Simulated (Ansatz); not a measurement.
C4H9Al (`C=[C](C)[AlH][CH3]`), relaxed with RKS PBE-D4/def2-SVP in Ansatz from a rough embedded geometry. The force threshold is 0.03 eV/Å; the program also tests the step.

Total charge 0; spin multiplicity 1.

Start:

```xyz
14

C    -0.391   -0.646    2.120
C    -0.249   -0.507    0.816
C    -0.417   -1.660   -0.161
Al    0.294    1.318    0.118
C     0.636    1.559   -1.806
H    -0.699   -1.697    2.506
H    -0.254    0.111    2.831
H    -0.740   -1.216   -1.191
H     0.480   -2.194   -0.219
H    -1.257   -2.304    0.187
H     0.581    2.461    1.214
H     0.935    2.619   -1.959
H    -0.317    1.319   -2.328
H     1.398    0.838   -2.129
```

```
step  energy (eV)  largest force (eV/Å)  largest move (Å)
   1  -10875.7789                 3.431             0.000
   2  -10876.1407                 0.981             0.084
   3  -10876.1634                 0.660             0.200
   4  -10876.1812                 0.628             0.159
   5  -10876.1898                 0.497             0.200
   6  -10876.2114                 0.245             0.152
   7  -10876.2170                 0.292             0.135
   8  -10876.2197                 0.160             0.054
   9  -10876.2221                 0.021             0.020
```

End:

```xyz
14

C    -0.483   -0.617    2.102
C    -0.239   -0.516    0.772
C    -0.444   -1.697   -0.149
Al    0.367    1.251    0.148
C     0.688    1.597   -1.763
H    -0.839   -1.559    2.568
H    -0.338    0.232    2.794
H    -1.162   -1.457   -0.963
H     0.503   -1.979   -0.660
H    -0.822   -2.595    0.386
H     0.549    2.382    1.272
H     1.118    2.599   -1.970
H    -0.266    1.522   -2.330
H     1.369    0.839   -2.206
```

Hardware: 4 threads of an Arm Neoverse V2 on a shared host. Wall time 11 s, peak host memory 0.16 GiB.
